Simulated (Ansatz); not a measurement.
The same path of BH$_{5}$N$_{2}$O (9 atoms, charge 0, multiplicity 1) was run twice with different band settings. The coordinate that changes most is the height of N1 over the plane of its neighbours.

Method: RKS PBE0-D4/cc-pVDZ in Ansatz 0.2.0.

Relaxed end points:

```xyz
9
Properties=species:S:1:pos:R:3
N -0.401 0.850 -0.830
B -0.087 -0.094 0.197
N 1.156 -0.781 0.226
O -0.973 -0.377 1.226
H -1.358 1.116 -1.017
H 0.170 0.912 -1.662
H 1.434 -1.279 1.059
H 1.930 -0.532 -0.370
H -1.782 0.138 1.154
```

```xyz
9
Properties=species:S:1:pos:R:3
N -0.400 0.849 -0.831
B -0.087 -0.093 0.198
N 1.153 -0.785 0.224
O -0.971 -0.370 1.230
H 0.167 0.905 -1.666
H -1.356 1.122 -1.014
H 1.431 -1.284 1.057
H 1.928 -0.538 -0.373
H -1.778 0.146 1.158
```

Common settings: spring 5.0 eV/Å²; optimiser quadratic models (default); start path IDPP; force threshold 0.05 eV/Å; iteration limit 60; end points relaxed.

| run | movable images | climbing image |
| --- | --- | --- |
| 1 | 5 | yes |
| 2 | 2 | no |

Task: What does each run give, and how far can it be trusted?

Result: Run 1: converged after 14 iterations, highest image 0.296 eV above the first end. A vibrational analysis at the climbing image gives one clearly imaginary mode, 310i cm⁻¹: a first-order saddle point.
Run 2: converged after 6 iterations, highest image 0.278 eV above the first end. No image climbed, so the highest image needn't sit at the top of the path. So few images can step over the top or miss a turn of the path.
